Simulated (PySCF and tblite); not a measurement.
Results of a calculation; reference values are marked as such.
System: C3H8SSi, numbered as in [CH2:1]1[CH2:2][S:3][CH2:4][SiH2:5]1.

Motion: inversion of the 5-membered ring (1–2–3–4–5). GFN2-xTB gives an electronic barrier of 2.3 kcal/mol.

PBE0/pcSseg-1 + D3(BJ) on PBE0-D3(BJ)/def2-SVP geometries gives 2.4 kcal/mol and k(298 K) = 1.7×10¹¹ s⁻¹.

Task: What does PBE0/def2-SVP + D3(BJ) give on PBE0-D3(BJ)/def2-SVP geometries?

Result: A barrier of 2.1 kcal/mol, 0.3 below the first DFT barrier (from unrounded values) and, with GFN2-xTB thermal terms, ΔG‡(298 K) = 2.3 kcal/mol and k = 2.8×10¹¹ s⁻¹ (2 equivalent paths).

Programs: tblite and PySCF.
